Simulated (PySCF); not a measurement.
## Mg²⁺ (magnesium, charge +2): Hartree-Fock from Schrödinger to Dirac-Coulomb-Breit

Occupied: 1s1/2, 2s1/2, 2p1/2, 2p3/2. Hartree-Fock calculated with PySCF 2.14 in an uncontracted even-tempered set (22 s from 0.033 bohr⁻², ratio 2.3; 15 p from 0.04 bohr⁻², ratio 2.3), Gaussian nucleus throughout. NR is non-relativistic, sf-X2C the spin-free one-electron X2C Hamiltonian, X2C adds the bare one-electron spin-orbit term, X2C-SNSO screens it by Boettger's factors, DC is four-component Dirac-Coulomb, and the Gaunt and Breit terms are added at first order (total energies over the DC spinors, levels after relaxing the spinors in that mean field). QED terms are absent. Levels marked empty are virtual spinors of this ion.

```csv
Hamiltonian,E (hartree)
NR,-198.8307
sf-X2C,-199.1368
X2C,-199.1369
X2C-SNSO,-199.1369
DC,-199.1500
DC+Gaunt,-199.1161
DC+Breit,-199.1182
```

| level (eV) | NR | sf-X2C | X2C | X2C-SNSO | DC | DC+Gaunt | DC+Breit |
| --- | --- | --- | --- | --- | --- | --- | --- |
| 1s1/2 | -1354.3 | -1356.6 | -1356.6 | -1356.6 | -1356.9 | -1356.3 | -1356.3 |
| 2s1/2 | -121.99 | -122.34 | -122.34 | -122.34 | -122.36 | -122.34 | -122.34 |
| 2p1/2 | -81.802 | -81.784 | -82.043 | -82.000 | -81.998 | -81.962 | -81.965 |
| 2p3/2 | -81.802 | -81.784 | -81.656 | -81.677 | -81.682 | -81.666 | -81.669 |
| 3s1/2 (empty) | -14.710 | -14.731 | -14.731 | -14.731 | -14.732 | -14.731 | -14.731 |
| 3p1/2 (empty) | -10.442 | -10.443 | -10.453 | -10.451 | -10.451 | -10.450 | -10.450 |
| 3p3/2 (empty) | -10.442 | -10.443 | -10.439 | -10.440 | -10.440 | -10.439 | -10.439 |

Problem. How large are the two-electron picture-change error of X2C and the Breit correction in the total energy?

Solution. X2C-1e lies 0.0130 hartree above Dirac-Coulomb; Gaunt adds 0.0338 and the full Breit term 0.0318 hartree.

| interval (eV) | X2C | X2C-SNSO | DC | DC+Gaunt | DC+Breit |
| --- | --- | --- | --- | --- | --- |
| 2p3/2 − 2p1/2 | 0.3876 | 0.3229 | 0.3159 | 0.2959 | 0.2959 |
| 3p3/2 − 3p1/2 | 0.01396 | 0.01163 | 0.01120 | 0.01049 | 0.01049 |

Weight of the small component: 1s1/2 0.00179, 2s1/2 0.000233, 2p1/2 0.000208, 2p3/2 0.000207, 3s1/2 1.96e-05, 3p1/2 1.37e-05, 3p3/2 1.37e-05.

Koopmans' value for the highest occupied level at DC+Breit: 81.669 eV, against an ionisation energy of 80.144 eV (measured; NIST Atomic Spectra Database, ionization energies); the former lacks relaxation, correlation, QED and recoil.

Measured binding energies of an electron added to this ion (NIST): 3s1/2 15.035 eV, 3p1/2 10.613 eV, 3p3/2 10.601 eV; the virtual levels lack core polarisation.

The whole ladder took 130 s of wall time on 1 thread of Neoverse-V1 (shared host), launched as `OMP_NUM_THREADS=1 python relrun2.py TASK.json OUT` (a driver that calls PySCF for each Hamiltonian).
